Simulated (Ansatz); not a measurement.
One change: `C[SiH](F)CCl` becomes `C[SiH](F)BS`.

Ansatz, PBE0-D4/def2-TZVP geometries, multiplicity 1. Each molecule was computed in one conformer, which needn't be the lowest.

```csv
property,`C[SiH](F)CCl`
HOMO energy (B3LYP/def2-TZVPP) / eV,-7.97
HOMO–LUMO gap (PBE/def2-TZVPP) / eV,5.94
HOMO energy (PBE/def2-TZVPP) / eV,-6.84
LUMO energy (B3LYP/def2-TZVPP) / eV,-0.12
HOMO–LUMO gap (PBE0/def2-TZVPP) / eV,8.35
size of the dipole moment (ωB97M-V/def2-TZVPP) / D,0.79
```

(1) Give the same properties after the change, and the shifts. (An estimate is asked.)

Answers

(1) Ansatz gave: 
```json
{"property": "HOMO energy (B3LYP/def2-TZVPP) / eV", "`C[SiH](F)BS`": "-7.83", "shift": "0.14"}
{"property": "HOMO–LUMO gap (PBE/def2-TZVPP) / eV", "`C[SiH](F)BS`": "3.91", "shift": "-2.03"}
{"property": "HOMO energy (PBE/def2-TZVPP) / eV", "`C[SiH](F)BS`": "-6.75", "shift": "0.09"}
{"property": "LUMO energy (B3LYP/def2-TZVPP) / eV", "`C[SiH](F)BS`": "-2.11", "shift": "-1.99"}
{"property": "HOMO–LUMO gap (PBE0/def2-TZVPP) / eV", "`C[SiH](F)BS`": "6.07", "shift": "-2.28"}
{"property": "size of the dipole moment (ωB97M-V/def2-TZVPP) / D", "`C[SiH](F)BS`": "2.16", "shift": "1.37"}
```

With PBE0 the HOMO rises by 0.19 eV and the LUMO falls by 2.09 eV, so the gap narrows by about 2.28 eV. PBE moves the HOMO by 0.09 eV and ωB97M-V by 0.31 eV. Dipoles are sizes alone; their direction can turn.

B3LYP here is the variant with VWN-RPA as its local correlation; programs differ in this.
